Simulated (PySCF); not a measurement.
```xyz
5
charge 0 multiplicity 1, angstrom
Zr    0.0000    0.0000    0.0000
Cl   -1.3457   -1.3457    1.3457
Cl    1.3457   -1.3457   -1.3457
Cl   -1.3457    1.3457   -1.3457
Cl    1.3457    1.3457    1.3457
```

Method: PBE/[Zr def2-TZVP with ECP28, Cl def2-TZVP], scalar-relativistic core potentials, density fitting, no spin–orbit coupling, PySCF.

This geometry of ZrCl₄ is a stationary point at this level.

**Question.** What is the point group?

**Answer.** Td.

**Question.** Is it a minimum?

**Answer.** Yes: all harmonic wavenumbers are real.

**Question.** Which band is strongest in the infrared?

**Answer.** 420 cm⁻¹ (t2), 305 km/mol.

**Question.** What are the dipole moment and the gap between the highest occupied and lowest empty levels?

**Answer.** 0.00 D and 4.81 eV.

This need not be the most stable arrangement of these atoms.
